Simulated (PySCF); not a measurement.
## Electric field gradients and quadrupole coupling constants

Species: cyclohexanone, C6H10O.
Atom-mapped SMILES: `[O:1]=[C:2]1[CH2:3][CH2:4][CH2:5][CH2:6][CH2:7]1` (hydrogens: H8, H9 on C3; H10, H11 on C4; H12, H13 on C5; H14, H15 on C6; H16, H17 on C7)

Cartesian coordinates in Å at the PBE0-D3(BJ)/def2-SVP level; atoms count from 1:
```xyz
17
C6H10O angstrom
O      2.5750    0.4855   -0.1196
C      1.4062    0.3041    0.1226
C      0.3999    1.4351    0.1786
C     -0.8685    1.1216   -0.6185
C     -1.4604   -0.2263   -0.2230
C     -0.4389   -1.3449   -0.3929
C      0.8365   -1.0704    0.4075
H      0.1328    1.5744    1.2426
H      0.8960    2.3548   -0.1619
H     -1.6054    1.9283   -0.4803
H     -0.6232    1.1078   -1.6950
H     -2.3592   -0.4377   -0.8240
H     -1.7930   -0.1877    0.8304
H     -0.8667   -2.3143   -0.0924
H     -0.1797   -1.4393   -1.4620
H      1.6222   -1.8153    0.2183
H      0.5996   -1.1023    1.4872
```

Field gradients from the PBE0/pcSseg-1 density (PySCF, non-relativistic), principal values in atomic units, ordered |Vxx| ≤ |Vyy| ≤ |Vzz|:

| atom | Vxx | Vyy | Vzz |
| --- | --- | --- | --- |
| O1 | 0.5158 | 1.5337 | -2.0495 |

Task: Find the asymmetry η = (Vxx − Vyy)/Vzz and the couplings χ = eQV/h (234.96 MHz × Q in barn × V in au), with Q(17O) = −0.0256 b.

Result: 
| atom | environment | nucleus | η | χzz (MHz) | χxx (MHz) | χyy (MHz) |
| --- | --- | --- | --- | --- | --- | --- |
| O1 | ketone oxygen | 17O | 0.50 | 12.33 | -3.10 | -9.23 |

Task: What is Vzz at O1 in SI units (1 au = 9.71736 × 10²¹ V/m²)?

Result: -2.0495 au = -19.916 × 10²¹ V/m².

Task: And the gradient at the other heavy atoms, for which no coupling is worked out here?

Result: 
| atom | environment | Vzz (au) | η |
| --- | --- | --- | --- |
| C2 | ketone carbonyl carbon | 0.567 | 0.01 |
| C3 | sp3 carbon next to a carbonyl | -0.061 | 0.37 |
| C4 | ring CH2 carbon | 0.063 | 0.77 |
| C5 | ring CH2 carbon | -0.037 | 0.20 |
| C6 | ring CH2 carbon | 0.063 | 0.77 |
| C7 | sp3 carbon next to a carbonyl | -0.061 | 0.37 |

Task: What couplings would deuterons (Q(2H) = 0.00286 b) have in place of the hydrogens, at this geometry?

Result: 
| atom | bonded to | bond length (Å) | Vzz (au) | η | χzz (kHz) |
| --- | --- | --- | --- | --- | --- |
| H8 | C3 | 1.106 | 0.2807 | 0.02 | 189 |
| H9 | C3 | 1.099 | 0.2891 | 0.01 | 194 |
| H10 | C4 | 1.101 | 0.2880 | 0.02 | 194 |
| H11 | C4 | 1.104 | 0.2810 | 0.01 | 189 |
| H12 | C5 | 1.102 | 0.2881 | 0.02 | 194 |
| H13 | C5 | 1.105 | 0.2809 | 0.01 | 189 |
| H14 | C6 | 1.101 | 0.2880 | 0.02 | 194 |
| H15 | C6 | 1.104 | 0.2810 | 0.01 | 189 |
| H16 | C7 | 1.099 | 0.2891 | 0.01 | 194 |
| H17 | C7 | 1.106 | 0.2807 | 0.02 | 189 |

Geometry: PBE0-D3(BJ)/def2-SVP, one conformer, isolated molecule. These gradients aren't converged with respect to the basis.

The run behind these numbers computed NMR shieldings as well. The run took 15 s wall on an x86-64 server with one thread, no GPU, shared host.
